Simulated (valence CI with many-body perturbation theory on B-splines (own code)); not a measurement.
Values are calculated unless marked as measured or tabulated.
## From CI to CI+MBPT in Bi⁷⁰⁺

Method: configuration interaction combined with many-body perturbation theory (CI+MBPT): three valence electrons over a frozen Dirac-Fock core [Ne], a basis of 11 s, 11 p, 9 d, 7 f, 5 g, 2 h, 1 i functions for each j, with the one-electron correlation potential Σ1, the two-electron term Σ2, the three-electron term Σ3, Breit, model QED; selected CI, second order for the rest (own B-spline code, finite nucleus).

The last digits are not significant, and no measured levels were compared; by estimate large intervals hold to a few tenths of a per cent, small ones and those within an open d or f shell to about a per cent.

Each rung adds one term. CI alone is the Dirac-Coulomb CI over the frozen core; QED comes last and gives the full result, which names the levels. Energies are above (3s^2 3p1/2) J=1/2 on the same rung, in eV.

Levels are named by their leading jj configuration (3d3/2^4 stands for four electrons in 3d with j = 3/2), which in mixed levels can hold well under half, so a name can repeat and another be missing. Letters in brackets count levels of one name in rising energy.

| Level | CI alone |
| --- | --- |
| (3s 3p1/2^2) J=1/2 | 203.8 |
| (3s^2 3p3/2) J=3/2 | 639.0 |
| (3s 3p1/2 3p3/2) J=3/2 [a] | 806.4 |
| (3s 3p1/2 3p3/2) J=5/2 | 829.2 |
| (3s 3p1/2 3p3/2) J=3/2 [b] | 851.5 |
| (3s 3p1/2 3p3/2) J=1/2 | 864.1 |
| (3s^2 3d3/2) J=3/2 | 915.2 |
| (3s^2 3d5/2) J=5/2 | 1045.6 |
| (3s 3p1/2 3d3/2) J=3/2 [a] | 1047.6 |
| (3p1/2^2 3p3/2) J=3/2 | 1063.5 |
| (3s 3p1/2 3d3/2) J=5/2 | 1075.8 |
| (3s 3p1/2 3d3/2) J=1/2 | 1106.3 |
| (3s 3p1/2 3d3/2) J=3/2 [b] | 1117.0 |
| (3s 3p1/2 3d5/2) J=5/2 [a] | 1217.1 |
| (3s 3p1/2 3d5/2) J=7/2 | 1236.2 |
| (3s 3p1/2 3d5/2) J=5/2 [b] | 1247.1 |

(1) What do these energies become with core correlation, Breit and QED?

(2) How does the ionisation energy move along the ladder, and which term matters most?

Results:

(1) (3s 3p1/2^2) J=1/2 203.0 (-0.86); (3s^2 3p3/2) J=3/2 632.6 (-6.45); (3s 3p1/2 3p3/2) J=3/2 [a] 799.3 (-7.11); (3s 3p1/2 3p3/2) J=5/2 820.8 (-8.44); (3s 3p1/2 3p3/2) J=3/2 [b] 843.2 (-8.28); (3s 3p1/2 3p3/2) J=1/2 856.2 (-7.83); (3s^2 3d3/2) J=3/2 905.3 (-9.96); (3s^2 3d5/2) J=5/2 1032.8 (-12.80); (3s 3p1/2 3d3/2) J=3/2 [a] 1038.0 (-9.57); (3p1/2^2 3p3/2) J=3/2 1053.6 (-9.93); (3s 3p1/2 3d3/2) J=5/2 1064.3 (-11.51); (3s 3p1/2 3d3/2) J=1/2 1095.7 (-10.62); (3s 3p1/2 3d3/2) J=3/2 [b] 1106.1 (-10.97); (3s 3p1/2 3d5/2) J=5/2 [a] 1203.8 (-13.39); (3s 3p1/2 3d5/2) J=7/2 1221.3 (-14.92); (3s 3p1/2 3d5/2) J=5/2 [b] 1232.8 (-14.23).

(2) CI alone 8962.6, + Σ1 8963.9, + Σ2 8963.9, + Σ3 8963.8, + Breit 8948.5, + QED 8947.8 eV. The largest step is Breit, -15.3 eV. NIST lists 8950 ± 60 eV (theoretical).
